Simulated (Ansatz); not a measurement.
Basis-set series for C3HF6O−, SMILES `[O-]C(C(F)(F)F)C(F)(F)F`. Charge -1, multiplicity 1. All single points use the PBE0-D4/def2-TZVPD geometry.

```csv
functional,basis,functions,energy (Eh),HOMO (eV),LUMO (eV)
PBE0-D4,def2-SVPD,229,-787.95167,-1.30,4.45
PBE0-D4,def2-TZVPPD,408,-788.84342,-1.24,3.84
ωB97M-V,def2-SVPD,229,-788.52414,-3.76,5.17
ωB97M-V,def2-TZVPPD,408,-789.42901,-3.68,4.26
```

Problem. Give the rows for def2-QZVPPD. (Estimate.)

Solution. Computed: 
```tsv
functional	basis	functions	energy (Eh)	HOMO (eV)	LUMO (eV)
PBE0-D4	def2-QZVPPD	684	-788.87927	-1.25	3.52
ωB97M-V	def2-QZVPPD	684	-789.46178	-3.68	3.82
```

Positive LUMOs are unbound and depend on the basis. A positive HOMO means that the functional doesn't bind the extra electron.
